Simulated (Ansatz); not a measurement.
Reaction (ligand exchange at a Ge–C bond): `C[CH](Cl)[GeH3]` + `CO[SiH2]N` → `CO[SiH2][NH][GeH3]` + `CCCl`

Isolated molecules relaxed with PBE0-D4/def2-TZVP in Ansatz; ΔE leaves out vibrations. CCSD(T)/CBS is the MP2 limit (def2-TZVPP, def2-QZVPP) plus CCSD(T) − MP2 in def2-TZVPP, frozen cores. This one scheme is used for every species. Functionals use def2-TZVPP. For Ge outer-core shells are correlated without core-valence functions, which leaves a few kJ/mol of doubt a bond. Scalar relativity is left out up to krypton. Each species was taken in one conformer, which may not be the lowest.

```json
{"level": "PBE0", "ΔE (kJ/mol)": "-29.1"}
{"level": "MP2/def2-TZVPP", "ΔE (kJ/mol)": "-29.7"}
{"level": "SCS-MP2/def2-TZVPP", "ΔE (kJ/mol)": "-34.3"}
{"level": "HF/CBS(def2)", "ΔE (kJ/mol)": "-49.4"}
```

(1) What does CCSD(T)/CBS give? (Best estimate.)

Largest T1 diagnostic among the species: 0.011.

Results:

(1) Computed: -27.5 kJ/mol. The listed levels differ from it by -1.6, -2.2, -6.8, -21.9 kJ/mol.

In def2-TZVPP, CCSD(T) changes the Hartree–Fock value by +16.7 kJ/mol (the triples alone add +2.0 kJ/mol) and MP2 by +18.7 kJ/mol. From PBE to PBE0 (25 % exact exchange), in def2-TZVPP and without D4, ΔE moves by −3.7 kJ/mol.
